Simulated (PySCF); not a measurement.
Isomers of C6H11B, one conformer each; single-point electronic energies without zero-point terms and without any empirical dispersion term.

Computed with PySCF at B3LYP/def2-SVPD, non-relativistic, each on one gas-phase PBE0-D3(BJ)/def2-SVP geometry that isn't relaxed in the solvent. The solvent is an IEF-PCM continuum (van der Waals radii × 1.2). The model holds no explicit solvent molecules, cavitation or dispersion.

```json
{"isomer": "`C=C=CCB(C)C`", "relative energy, gas (kcal/mol)": "0.0", "dipole (D)": "0.68"}
{"isomer": "`B[C@H]1CCC12CC2`", "relative energy, gas (kcal/mol)": "27.1", "dipole (D)": "1.30"}
```

How do the relative energies look in chloroform (ε = 4.711)?

```
           isomer  relative energy, solvent (kcal/mol)  E(solvent) − E(gas) (kcal/mol)  dipole in solvent (D)
    `C=C=CCB(C)C`                                  0.0                            -1.6                   0.89
`B[C@H]1CCC12CC2`                                 27.7                            -1.0                   1.62
```

The order is unchanged. Conformers: `[CH2:1]=[C:2]=[CH:3][CH2:4][B:5]([CH3:6])[CH3:7]` with C2–C3–C4–B5 -116°, C3–C4–B5–C6 178°; `[BH2:1][C@H:2]1[CH2:3][CH2:4][C:5]12[CH2:6][CH2:7]2` with H–B1–C2–C3 -10° and 176°. `C=C=CCB(C)C` gains most from the continuum, while `B[C@H]1CCC12CC2` has the largest gas-phase dipole. The gains span 0.6 kcal/mol, the gas-phase energies 27.1 kcal/mol.
